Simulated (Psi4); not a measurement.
Complex: CO (SMILES [C-]#[O+]) (first 2 atoms) with HBr (SMILES Br); geometry from B3LYP-D3(BJ)/def2-TZVP, rigid monomers moved along the line of their centres of mass till C1···H4 is 2.73 Å.
(charge 0, multiplicity 1):
```xyz
4

C      0.04179     0.29992     0.66765
O      0.04411     0.49336    -0.43862
Br     0.03361    -0.41523     4.76366
H      0.03654    -0.16925     3.35561
```

Level of theory: SAPT0/aug-cc-pVDZ (Psi4).

**Question.** Which attractive term is largest, and how does the interaction split up?

**Answer.** electrostatics -1.37, exchange 1.29, induction -0.43, dispersion -0.86, total -1.36 kcal/mol; the largest attraction is electrostatics.
